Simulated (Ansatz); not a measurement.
Consider the ligand exchange at a B–Cl bond: `NB(Cl)CO` + H₂Se → `NB([SeH])CO` + HCl.

Computed with Ansatz on PBE0-D4/def2-TZVP structures; ΔE is electronic, products minus reactants. CCSD(T)/CBS is the MP2 limit (def2-TZVPP, def2-QZVPP) plus CCSD(T) − MP2 in def2-TZVPP, frozen cores. This one scheme is used for every species. DFT in def2-TZVPP. B3LYP here is the variant with VWN-RPA as its local correlation; programs differ in this. For Se outer-core shells are correlated without core-valence functions, which leaves a few kJ/mol of doubt a bond. Scalar relativity is left out up to krypton. One conformer a species, not always the lowest.

`NB(Cl)CO`:

Z-matrix (Å, degrees):
```
C
O 1 1.427
B 1 1.575 2 113.4
H 1 1.098 2 111.5 3 126.5
H 1 1.096 2 106.5 3 -119.6
H 2 0.960 1 108.0 3 -81.2
Cl 3 1.777 1 119.1 2 174.2
N 3 1.383 1 120.8 2 -6.4
H 8 1.005 3 124.3 1 -178.2
H 8 1.007 3 119.7 1 -3.2
```

H₂Se:

```xyz
3

Se    0.241    0.637    0.064
H    -1.092    0.059   -0.138
H     0.851   -0.696    0.074
```

`NB([SeH])CO`:

Z-matrix (Å, degrees):
```
C
O 1 1.428
B 1 1.583 2 113.3
H 1 1.096 2 105.9 3 -118.9
H 1 1.099 2 111.0 3 127.5
H 2 0.960 1 107.8 3 -74.1
Se 3 1.964 1 117.5 2 168.0
N 3 1.388 1 118.7 2 -12.3
H 7 1.468 3 96.4 1 174.4
H 8 1.008 3 119.2 1 -2.7
H 8 1.004 3 125.5 1 -178.6
```

HCl:

Cartesian coordinates in Å:
```
Cl 0.530 -0.120 -0.337
H -0.530 0.120 0.337
```

| level | ΔE (kJ/mol) | difference from CCSD(T)/CBS |
| --- | --- | --- |
| PBE-D4 | 31.2 | 1.7 |
| ωB97X-V | 36.1 | 6.6 |
| ωB97M-V | 36.7 | 7.2 |
| B2PLYP | 35.8 | 6.3 |
| PBE | 33.7 | 4.2 |
| r2SCAN | 35.3 | 5.8 |
| B3LYP | 39.2 | 9.7 |
| HF/def2-TZVPP | 44.5 | 15.0 |
| MP2/def2-TZVPP | 28.3 | -1.2 |
| SCS-MP2/def2-TZVPP | 31.1 | 1.6 |
| CCSD/def2-TZVPP | 31.6 | 2.1 |
| CCSD(T)/def2-TZVPP | 30.0 | 0.5 |
| MP2/def2-QZVPP | 28.1 | -1.4 |
| HF/CBS(def2) | 44.8 | 15.3 |
| MP2/CBS(def2) | 27.8 | -1.7 |
| CCSD/CBS(def2) | 31.1 | 1.6 |
| CCSD(T)/CBS | 29.5 | 0 |

Largest T1 diagnostic among the species: 0.011.

The D4 term adds −4.1 kJ/mol with B3LYP and −2.2 kJ/mol with PBE0; it sums over pairs of atoms, weighted by their polarisabilities, and B3LYP, whose exchange is more repulsive, gets the larger term. In def2-TZVPP, CCSD(T) changes the Hartree–Fock value by −14.4 kJ/mol (the triples alone add −1.6 kJ/mol) and MP2 by −16.2 kJ/mol.
